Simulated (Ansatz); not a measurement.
Cost and result for the atomization energy of `OC1N[SiH2]1` (9 atoms, 9 bonds).

```xyz
9

O     1.3984   -0.0454    0.9089
C     0.4685   -0.5287   -0.0153
N    -0.0723    0.4210   -0.9987
Si   -1.2645    0.0744    0.1889
H     2.2750   -0.0996    0.5157
H     0.7555   -1.4877   -0.4484
H     0.4435    1.2677   -1.1869
H    -1.5097    0.9987    1.3184
H    -2.4944   -0.6005   -0.2826
```

Charge 0, multiplicity 1. Geometry: relaxed with PBE0-D4/def2-TZVP. It is one conformer, not always the lowest. Program: Ansatz. All runs use 2 threads of an Arm Neoverse V1 on a shared host. Times are those of one run each, without the atoms' runs, and a repeat can differ threefold. Electronic energies, without spin–orbit coupling; frozen cores. CCSD(T)/CBS adds CCSD(T) − MP2 in def2-TZVPP to the MP2 limit, and its time is that of the two runs behind it. T1 = 0.013. HSE06 is the plane-wave form, built on full-range PBE exchange.

CCSD(T)/CBS is a level of theory with its own doubt, some kJ/mol a heavy atom from the limit and from the frozen cores, so smaller differences don't rank the functionals.

```csv
level,functions,wall time,atomization (kcal/mol),difference from CCSD(T)/CBS,per bond
revPBE-D4/def2-TZVPP,205,2.7 s,743.2,-2.0,-0.2
PBE0-D4/def2-TZVPP,205,3.4 s,744.4,-0.8,-0.1
CCSD(T)/def2-SVP,85,3.6 s,688.0,-57.2,-6.4
BHLYP-D4/def2-TZVPP,205,3.7 s,715.0,-30.2,-3.3
HSE06-D4/def2-TZVPP,205,3.9 s,745.1,-0.1,0.0
r2SCANh-D4/def2-TZVPP,205,6.5 s,738.0,-7.2,-0.8
r2SCAN-D4/def2-TZVPP (with forces),205,7 s,744.7,-0.5,-0.1
B2PLYP/def2-TZVPP,205,7 s,735.5,-9.7,-1.1
PBE-QIDH/def2-TZVPP,205,7 s,735.2,-10.0,-1.1
ωB97M-V/def2-TZVPP (with forces),205,15 s,748.9,3.7,0.4
MP2/def2-QZVPP,391,25 s,748.8,3.6,0.4
CCSD(T)/def2-TZVPP,205,98 s,720.0,-25.2,-2.8
CCSD(T)/CBS(def2),–,2 min,745.2,0.0,0.0
```

In def2-TZVPP, CCSD(T) changes the Hartree–Fock value by +223.9 kcal/mol (the triples alone add +13.7 kcal/mol) and MP2 by +237.6 kcal/mol; breaking electron pairs costs correlation energy, which Hartree–Fock lacks. From PBE to PBE0 (25 % exact exchange), in def2-TZVPP and without D4, the atomization energy moves by −19.4 kcal/mol: exact exchange takes away binding that semilocal exchange gives to molecules. The D4 term adds +6.0 kcal/mol with B3LYP and +3.1 kcal/mol with PBE0; it sums over pairs of atoms, weighted by their polarisabilities, and B3LYP, whose exchange is more repulsive, gets the larger term.

B3LYP here is the variant with VWN-RPA as its local correlation; programs differ in this.
